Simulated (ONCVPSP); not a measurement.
**Hg, ONCV: configuration errors across variants**

```
Element                 : Hg (Z = 80)
Generator               : ONCVPSP 4.0.1
Type                    : optimised norm-conserving Vanderbilt (ONCV)
Functional              : PBEsol
Relativity              : fully relativistic
Frozen core             : [Kr] 4d10
Valence charge          : 34
Reference configuration : 4f14 5s2 5p6 5d10 6s1.5 (charge +0.5)
Partial waves           : 5s+6s: rc 1.60 bohr, ncon 5, nbas 9, qcut 6.8 1/bohr, 2 projectors; 5p: rc 1.40 bohr, ncon 4, nbas 7, qcut 10.3 1/bohr, 2 projectors, debl 2.1 Ha; 5d: rc 1.75 bohr, ncon 3, nbas 7, qcut 7.1 1/bohr, 2 projectors, debl 2.2 Ha; 4f: rc 0.85 bohr, ncon 3, nbas 8, qcut 20.1 1/bohr, 3 projectors, debl 1.8 Ha
Local potential         : polynomial inside 0.65 bohr (lpopt 5, dvloc0 0 Ha)
Core correction         : Teter function, fcfact 5.75, rcfact 1.35
```

Open shells are filled in proportion to 2j + 1.

In the p channel the program set the typed energies aside and used -2.426, 0.250 Ha (j = l + 1/2; the other j can differ). In the f channel the program set the typed energies aside and used -3.609, 0.250, 2.050 Ha (j = l + 1/2; the other j can differ).

All-electron excitation energies from the reference (eV): (1) 4f14 5s2 5p6 5d10 6s2 -4.390; (2) 4f14 5s2 5p6 5d10 6s1 6.364; (3) 4f14 5s2 5p6 5d10 6s0 25.378; (4) 4f14 5s2 5p6 5d10 6s0 6p2 8.155.

2 further variants failed, have other tests or another functional or relativity, and are left out.

A true bound ghost makes a file unfit for plane-wave use even where its test errors are small: the radial tests pick states by their node count and pass the ghost by.

The file “f: nproj 0; local potential the f channel” misses its own reference levels by 2.4 eV.

Errors AE − PS in meV (a dash: test not solved or not reliable):

| change | (1) | (2) | (3) | (4) | bound ghosts | GHOST(+) flags above zero |
| --- | --- | --- | --- | --- | --- | --- |
| base | -0.4 | -4.7 | -10 | -4.1 | s, p3/2 | d5/2, p1/2, d3/2 |
| local potential polynomial inside 0.65 bohr (lpopt 5, dvloc0 4.5 Ha) | -0.3 | -4.7 | -9.7 | -3.8 | s, p3/2 | d5/2, p1/2, d3/2 |
| s: rc 1.82 | -0.4 | -4.9 | -13 | -6.0 | s, p3/2 | d5/2, p1/2, d3/2 |
| d: rc 1.92 | -0.3 | -0.4 | -5.6 | -4.0 | s, p3/2, d5/2, d3/2 | p1/2 |
| f: ncon 4, nbas 9 | -0.4 | -4.7 | -10 | -4.0 | s, p3/2 | d5/2, p1/2, d3/2 |
| p: nproj 1 | -0.4 | -4.7 | -10 | – | s, p3/2, p1/2 | d5/2, d3/2 |
| f: nbas 7 | -0.4 | -4.7 | -10 | -4.1 | s, p3/2 | d5/2, p1/2, d3/2 |
| s: qcut 9.1 | -0.2 | -4.4 | -6.8 | -1.5 | s, p3/2 | d5/2, p1/2, d3/2 |
| f: nproj 0; local potential the f channel | -0.4 | -4.6 | -11 | -4.2 | s, p3/2, p1/2 | d5/2, d3/2 |

Q: Give the same row for: all radii but the core radius scaled by about 1.11 (s 1.78, p 1.56, d 1.94, f 0.94 bohr); local potential polynomial inside 0.72 bohr (lpopt 5, dvloc0 0 Ha).

A: -0.3, -0.5, -6.7, -4.7; bound ghosts: s, d5/2, d3/2; GHOST(+) flags above zero: p3/2, p1/2.
